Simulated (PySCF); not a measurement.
These are PBE-D3(BJ)/def2-TZVP // B3LYP-D3(BJ)/def2-TZVP (PySCF) values and carry that method's errors. Isolated molecules, 0 K electronic values unless said otherwise. One relaxed conformer stands for a flexible species; it need not be the lowest. Excitations are Tamm–Dancoff values on a coarser integration grid. The basis has no diffuse functions, so Rydberg states are missing or too high.

Reference species (SMILES): `[SiH](/O)=C\C` (C–Si–O–H torsion 0°) (neutral, multiplicity 1).

HOMO: -4.75 eV
S1 excitation (TDA): 4.16 eV
S1 oscillator strength: 0.013
LUMO: -1.02 eV

Changed species: `[SiH](=C)CO` (C–Si–C–O torsion -4°, Si–C–O–H torsion -49°).

Q: Give the shifts of the HOMO, S1 excitation (TDA), S1 oscillator strength and LUMO.

A: the HOMO drops by 0.75 eV, to -5.50 eV; the S1 excitation (TDA) increases by 0.50 eV, to 4.66 eV; the S1 oscillator strength stays essentially unchanged; the LUMO falls by 0.75 eV, to -1.77 eV.
